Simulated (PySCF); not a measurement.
Compound: C₄H₁₁P₃.
Atom-mapped SMILES: `[CH3:1][C:2]([CH3:3])([CH3:4])[p:5]1[pH:6][pH:7]1` (hydrogens: H8, H9, H10 on C1; H11, H12, H13 on C3; H14, H15, H16 on C4; H17 on P6; H18 on P7)

Structure used (GFN2-xTB), in Å, numbered top down from 1:
```
atom  x, y, z in Å
C1    -1.191   -1.015    0.692
C2    -0.434    0.134    0.023
C3    -1.347    1.360   -0.075
C4     0.028   -0.262   -1.374
P5     0.968    0.681    1.198
P6     2.746    0.598   -0.049
P7     2.372   -0.994    1.380
H8    -1.503   -0.731    1.696
H9    -2.079   -1.265    0.113
H10   -0.569   -1.906    0.768
H11   -2.215    1.134   -0.692
H12   -1.693    1.660    0.913
H13   -0.813    2.198   -0.520
H14    0.517    0.576   -1.870
H15    0.724   -1.102   -1.350
H16   -0.834   -0.558   -1.971
H17    3.501    1.352    0.859
H18    1.815   -1.852    0.426
```

Theory: TDDFT wB97X-D/def2-SVPD, vertical, gas phase, core orbitals frozen in the response (PySCF 2.14.0, density-fitted response routines).

Ground-to-excited transition dipoles (e·a0, same axes as the geometry; the sign carries no meaning), for the states with f of 0.002 or more among the lowest 7:

```json
{"state": "S1", "E (eV)": "5.514", "μx": "-0.211", "μy": "-0.149", "μz": "0.089"}
{"state": "S2", "E (eV)": "5.710", "μx": "-0.224", "μy": "0.167", "μz": "-0.031"}
{"state": "S3", "E (eV)": "5.980", "μx": "0.054", "μy": "-0.072", "μz": "-0.242"}
{"state": "S4", "E (eV)": "6.011", "μx": "0.136", "μy": "-0.105", "μz": "0.055"}
{"state": "S5", "E (eV)": "6.063", "μx": "0.015", "μy": "-0.113", "μz": "0.162"}
{"state": "S6", "E (eV)": "6.174", "μx": "0.138", "μy": "0.061", "μz": "-0.044"}
{"state": "S7", "E (eV)": "6.306", "μx": "-0.145", "μy": "0.054", "μz": "0.168"}
```

**Question.** What oscillator strength does each state have?

**Answer.** f = (2/3) ΔE |μ|² with ΔE in hartree (27.2114 eV).

| state | \|μ\|² (au) | \|μ\| (D) | f |
| --- | --- | --- | --- |
| S1 | 0.074 | 0.69 | 0.010 |
| S2 | 0.079 | 0.71 | 0.011 |
| S3 | 0.067 | 0.66 | 0.010 |
| S4 | 0.033 | 0.46 | 0.005 |
| S5 | 0.039 | 0.50 | 0.006 |
| S6 | 0.025 | 0.40 | 0.004 |
| S7 | 0.052 | 0.58 | 0.008 |

**Question.** What angle do the transition dipoles of S1 and S2 make?

**Answer.** |cos θ| = |μa·μb| / (|μa| |μb|) = 0.26, so θ ≈ 75° (taken between 0 and 90°, since the signs are arbitrary).

**Question.** How is the summed strength of these states shared among x, y and z?

**Answer.** (2/3) Σ ΔE μα² gives 0.022 for x, 0.012 for y and 0.019 for z, 0.053 in all.
